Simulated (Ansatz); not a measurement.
[Li(H2O)4]+ (LiO4H8⁺). Charge 1, multiplicity 1. Geometry r2SCAN-D4/def2-SVP.

Cartesian coordinates in Å:
```
Li -0.002 0.000 -0.003
O -0.445 1.582 -1.010
H -1.320 1.807 -1.357
H 0.109 2.348 -1.210
O 1.029 0.530 1.536
H 1.856 0.123 1.829
H 0.901 1.287 2.124
O 1.024 -1.213 -1.092
H 1.172 -2.161 -0.968
H 1.429 -1.006 -1.945
O -1.608 -0.899 0.566
H -2.199 -1.471 0.059
H -1.946 -0.927 1.471
```

B3LYP takes the VWN-RPA correlation.

(1) Estimate the orbital energies around the gap (eV) in Ansatz with PBE-D4/def2-SVP, PBE-D4/def2-TZVP, revPBE-D4/def2-TZVP, B3LYP-D4/def2-TZVP, r2SCAN0-D4/def2-TZVP.

## Answers

(1) 
```
orbital  PBE-D4/def2-SVP  PBE-D4/def2-TZVP  revPBE-D4/def2-TZVP  B3LYP-D4/def2-TZVP  r2SCAN0-D4/def2-TZVP
 HOMO−5           -14.10            -14.45               -14.40              -16.01                -16.63
 HOMO−4           -14.10            -14.45               -14.40              -16.01                -16.63
 HOMO−3           -11.69            -12.09               -12.02              -13.70                -14.29
 HOMO−2           -11.50            -11.88               -11.82              -13.49                -14.08
 HOMO−1           -11.50            -11.87               -11.81              -13.47                -14.07
   HOMO           -11.48            -11.87               -11.81              -13.47                -14.07
   LUMO            -4.73             -4.94                -4.90               -4.52                 -3.64
 LUMO+1            -3.14             -3.72                -3.67               -3.22                 -2.17
 LUMO+2            -3.13             -3.71                -3.66               -3.21                 -2.16
 LUMO+3            -3.13             -3.71                -3.66               -3.21                 -2.16
 LUMO+4            -1.40             -2.03                -2.03               -1.53                 -0.33
 LUMO+5            -1.17             -1.77                -1.77               -1.26                 -0.06
```
